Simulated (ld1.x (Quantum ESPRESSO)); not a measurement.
## Reading a pseudo-wave (B (Z = 5))

Columns: radius, all-electron u(r) and pseudo u(r) of the 2s shell (level -9.51 eV) of boron in the configuration [He] 2s1.75 2p1.25; LDA (PZ), non-relativistic, RRKJ scheme, ld1.x (Quantum ESPRESSO) 7.5.

```tsv
r (bohr)	all-electron	pseudo
0.192	0.3061	-0.0649
0.385	0.1130	-0.1570
0.578	-0.1621	-0.2843
0.770	-0.3961	-0.4305
0.962	-0.5637	-0.5674
1.155	-0.6680	-0.6680
1.348	-0.7196	-0.7196
1.540	-0.7317	-0.7317
1.732	-0.7164	-0.7164
1.925	-0.6828	-0.6828
2.118	-0.6380	-0.6380
2.310	-0.5877	-0.5877
2.502	-0.5351	-0.5351
2.695	-0.4826	-0.4826
2.888	-0.4320	-0.4320
3.080	-0.3846	-0.3846
3.272	-0.3407	-0.3407
3.465	-0.3002	-0.3002
3.658	-0.2636	-0.2636
3.850	-0.2309	-0.2309
4.043	-0.2016	-0.2016
4.235	-0.1756	-0.1756
4.428	-0.1526	-0.1526
4.620	-0.1324	-0.1324
4.812	-0.1148	-0.1148
5.005	-0.0992	-0.0992
```

**Question.** How many radial nodes do the two functions have?

**Answer.** The all-electron 2s function has n − l − 1 = 1; the pseudo-wave has 0, since the states of the same l below it are removed with the core.

**Question.** At about which radius was the pseudo-wave matched?

**Answer.** 1.15 bohr, where the columns begin to agree (steps of 0.19 bohr).

**Question.** Is the pseudo-wave norm-conserving?

**Answer.** Yes: the RRKJ scheme keeps the norm inside the radius equal to the all-electron one, which fixes the energy derivative of the logarithmic derivative at the level.
